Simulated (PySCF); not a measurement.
B(F)(SeH)2 (BFH₂Se₂), SMILES [SeH]B([SeH])F.

Coordinates come from a B3LYP-D3(BJ)/def2-SVP optimisation. This is a generated structure with no PubChem entry under its InChIKey; it may be hypothetical. Other conformers were not sampled.

Two levels are set side by side: TDDFT-PBE/def2-SVPD (PySCF) and TDDFT-PBE0/def2-SVPD (PySCF). Vertical, same geometry. The lowest singlet is HOMO→LUMO+1 100 % with PBE and HOMO→LUMO+1 94 % with the other functional; states are paired by order. Differences are taken from unrounded values.

```
quantity                               TDDFT-PBE0
-------------------------------------  ----------
lowest singlet excitation (eV)               5.26
lowest triplet excitation (TDA) (eV)         4.59
first bright state (f over 0.05) (eV)        5.49
its oscillator strength                      0.22
```

Question: What does TDDFT-PBE give, and how far is it from TDDFT-PBE0? (An estimate is asked for; the answer gives what the named calculation found.)

Answer: 
```tsv
quantity	TDDFT-PBE	TDDFT-PBE minus TDDFT-PBE0
lowest singlet excitation (eV)	4.81	-0.45
lowest triplet excitation (TDA) (eV)	4.22	-0.37
first bright state (f over 0.05) (eV)	5.08	-0.41
its oscillator strength	0.20	-0.02
```

Functionals without exact exchange tend to place singlet excitations lower, as here. Differences between two approximate levels are no errors against the true value.

Rough cost on one machine, each run with all the roots and properties that it gave: TDDFT-PBE0 against TDDFT-PBE about 5 times.
